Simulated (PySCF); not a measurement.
PySCF input file for ClSn, SMILES [Cl][Sn] (connectivity only; charge and spin as stated), neutral, multiplicity 2, TDA-PBE/def2-TZVPD. Geometry optimised at B3LYP-D3(BJ)/def2-TZVP. The def2 effective core potentials stand for the cores of Sn; spin–orbit coupling is left out.

```python
import numpy as np
from pyscf import gto, scf, dft, tdscf

mol = gto.M(
    atom='''
    Sn    0.00000000    0.00000000   -0.60735671
    Cl    0.00000000    0.00000000    1.78634327
    ''',
    basis='def2-TZVPD',
    ecp={'Sn': 'def2-tzvp'},
    charge=0,
    spin=1,
    max_memory=1600,
    verbose=4,
)
mf = dft.UKS(mol, xc='pbe').density_fit(auxbasis='def2-universal-jkfit')
mf.grids.level = 3
mf.conv_tol = 1e-9
mf.max_cycle = 100
mf.kernel()
fine, coarse = mf.grids, dft.Grids(mol).set(level=1).build(with_non0tab=True)
for _ in range(3):  # follow internal instabilities
    mf.grids = coarse
    mo, _, stable, _ = mf.stability(return_status=True, nroots=4)
    mf.grids = fine
    if stable:
        break
    mf.kernel(mf.make_rdm1(mo, mf.mo_occ))
mf.grids = dft.Grids(mol).set(level=1).build(with_non0tab=True)  # coarser grid for the response kernel
td = tdscf.TDA(mf)
td.nstates = 10
td.conv_tol = 1e-4
td.positive_eig_threshold = 1e-6
td.kernel(x0=td.get_init_guess(mf, 15))
td.analyze(verbose=3)
```

Log of the run:

```
PySCF version 2.14.0

[INPUT] verbose = 4
[INPUT] num. atoms = 2
[INPUT] num. electrons = 39
[INPUT] charge = 0
[INPUT] spin (= nelec alpha-beta = 2S) = 1
[INPUT] symmetry False subgroup None
[INPUT] Mole.unit = angstrom
[INPUT] Symbol           X                Y                Z      unit          X                Y                Z       unit  Magmom
[INPUT]  1 Sn     0.000000000000   0.000000000000  -0.607356710000 AA    0.000000000000   0.000000000000  -1.147737841817 Bohr   0.0
[INPUT]  2 Cl     0.000000000000   0.000000000000   1.786343270000 AA    0.000000000000   0.000000000000   3.375699544760 Bohr   0.0

nuclear repulsion = 82.6804856655762
number of shells = 34
number of NR pGTOs = 169
number of NR cGTOs = 102
basis = def2-TZVPD
ecp = {'Sn': 'def2-tzvp'}


[settings echo left out]
init E= -637.778079536992

WARN: alpha nocc = 20  HOMO -0.581537246336023 >= LUMO -0.581537246336019

  beta  nocc = 19  HOMO = -0.671882939456457  LUMO = -0.581537246336112

WARN: HOMO -0.581537246336023 >= LUMO -0.581537246336112

cycle= 1 E= -670.911264210422  delta_E= -33.1  |g|=  2.6  |ddm|= 21.5
  alpha nocc = 20  HOMO = -0.119518560437201  LUMO = -0.10172691386587
  beta  nocc = 19  HOMO = -0.250334817124574  LUMO = -0.113659689995841
  HOMO = -0.119518560437  LUMO = -0.113659689996  gap/eV = 0.15943
cycle= 2 E= -597.287489673926  delta_E= 73.6  |g|= 8.35  |ddm|= 8.57
  alpha nocc = 20  HOMO = -0.0593207321940454  LUMO = -0.0461005943815556
  beta  nocc = 19  HOMO = -0.243190955005289  LUMO = -0.0566121776348389
  HOMO = -0.059320732194  LUMO = -0.0566121776348  gap/eV = 0.07370
cycle= 3 E= -674.080187994342  delta_E= -76.8  |g|= 0.707  |ddm|= 6.04
  alpha nocc = 20  HOMO = -0.109901661440258  LUMO = -0.0791329727981267
  beta  nocc = 19  HOMO = -0.235758510680363  LUMO = -0.0956436563465459
  HOMO = -0.10990166144  LUMO = -0.0956436563465  gap/eV = 0.38798
cycle= 4 E= -674.317337253939  delta_E= -0.237  |g|= 0.375  |ddm|= 0.787
  alpha nocc = 20  HOMO = -0.140528141572434  LUMO = -0.105178083913341
  beta  nocc = 19  HOMO = -0.294493685197167  LUMO = -0.126383386028613
  HOMO = -0.140528141572  LUMO = -0.126383386029  gap/eV = 0.38490
cycle= 5 E= -674.344050283432  delta_E= -0.0267  |g|= 0.151  |ddm|= 0.542
  alpha nocc = 20  HOMO = -0.153028770342332  LUMO = -0.111413588663175
  beta  nocc = 19  HOMO = -0.265800391511428  LUMO = -0.137281086728224
  HOMO = -0.153028770342  LUMO = -0.137281086728  gap/eV = 0.42852
cycle= 6 E= -674.356781110151  delta_E= -0.0127  |g|= 0.0687  |ddm|= 0.256
  alpha nocc = 20  HOMO = -0.150665896469096  LUMO = -0.108228596331891
  beta  nocc = 19  HOMO = -0.275949166746191  LUMO = -0.134941499816636
  HOMO = -0.150665896469  LUMO = -0.134941499817  gap/eV = 0.42788
cycle= 7 E= -674.360083533789  delta_E= -0.0033  |g|= 0.0146  |ddm|= 0.077
  alpha nocc = 20  HOMO = -0.149006817457426  LUMO = -0.106339182954982
  beta  nocc = 19  HOMO = -0.275808607931475  LUMO = -0.133239579389816
  HOMO = -0.149006817457  LUMO = -0.13323957939  gap/eV = 0.42905
cycle= 8 E= -674.360207747891  delta_E= -0.000124  |g|= 0.00216  |ddm|= 0.0185
  alpha nocc = 20  HOMO = -0.148844616578875  LUMO = -0.10597163243166
  beta  nocc = 19  HOMO = -0.275887512164827  LUMO = -0.132975035838863
  HOMO = -0.148844616579  LUMO = -0.132975035839  gap/eV = 0.43183
cycle= 9 E= -674.360209777116  delta_E= -2.03e-06  |g|= 0.000591  |ddm|= 0.0027
  alpha nocc = 20  HOMO = -0.148819665166988  LUMO = -0.105917285030101
  beta  nocc = 19  HOMO = -0.275904674619714  LUMO = -0.132933663274678
  HOMO = -0.148819665167  LUMO = -0.132933663275  gap/eV = 0.43228
cycle= 10 E= -674.360209954205  delta_E= -1.77e-07  |g|= 0.000184  |ddm|= 0.000623
  alpha nocc = 20  HOMO = -0.148853122566015  LUMO = -0.105942533446143
  beta  nocc = 19  HOMO = -0.275916809275077  LUMO = -0.132964092069727
  HOMO = -0.148853122566  LUMO = -0.13296409207  gap/eV = 0.43236
cycle= 11 E= -674.360209972742  delta_E= -1.85e-08  |g|= 2.5e-05  |ddm|= 0.000296
  alpha nocc = 20  HOMO = -0.148850369978176  LUMO = -0.105939881722466
  beta  nocc = 19  HOMO = -0.275910772281301  LUMO = -0.132960691220942
  HOMO = -0.148850369978  LUMO = -0.132960691221  gap/eV = 0.43238
cycle= 12 E= -674.360209973167  delta_E= -4.26e-10  |g|= 2.49e-06  |ddm|= 3.8e-05
  alpha nocc = 20  HOMO = -0.148851401598403  LUMO = -0.105941263696482
  beta  nocc = 19  HOMO = -0.275911264139516  LUMO = -0.132961504443769
  HOMO = -0.148851401598  LUMO = -0.132961504444  gap/eV = 0.43239
Extra cycle  E= -674.360209973169  delta_E= -1.71e-12  |g|= 3.42e-06  |ddm|= 8.42e-06
converged SCF energy = -674.360209973169  <S^2> = 0.75238467  2S+1 = 2.0023833
tot grids = 14344
uhf_internal: lowest eigs of H = [7.93742172e-06 1.60744466e-01 2.27377459e-01 2.51274411e-01]
<class 'pyscf.df.df_jk.DFUKS'> wavefunction is stable in the internal stability analysis
tot grids = 14344
Overwritten attributes  positive_eig_threshold  of <class 'pyscf.tdscf.uks.TDA'>


******** <class 'pyscf.tdscf.uks.TDA'> for <class 'pyscf.df.df_jk.DFUKS'> ********
nstates = 10
deg_eia_thresh = 1.000e-03
wfnsym = None
conv_tol = 0.0001
eigh lindep = 1e-12
eigh level_shift = 0
eigh max_cycle = 100


Excitation energies (eV)
[0.0798756  2.29336291 3.59072465 3.68346712 3.6846656  3.70728185
 3.89925475 4.32387961 4.35009364 4.69657285]

** Excitation energies and oscillator strengths **
Excited State   1:      0.07988 eV  15522.16 nm  f=0.0000
Excited State   2:      2.29336 eV    540.62 nm  f=0.0002
Excited State   3:      3.59072 eV    345.29 nm  f=0.0002
Excited State   4:      3.68347 eV    336.60 nm  f=0.0000
Excited State   5:      3.68467 eV    336.49 nm  f=0.0009
Excited State   6:      3.70728 eV    334.43 nm  f=0.1004
Excited State   7:      3.89925 eV    317.97 nm  f=0.0000
Excited State   8:      4.32388 eV    286.74 nm  f=0.0071
Excited State   9:      4.35009 eV    285.02 nm  f=0.0065
Excited State  10:      4.69657 eV    263.99 nm  f=0.0008
```

Self-consistency was reached.
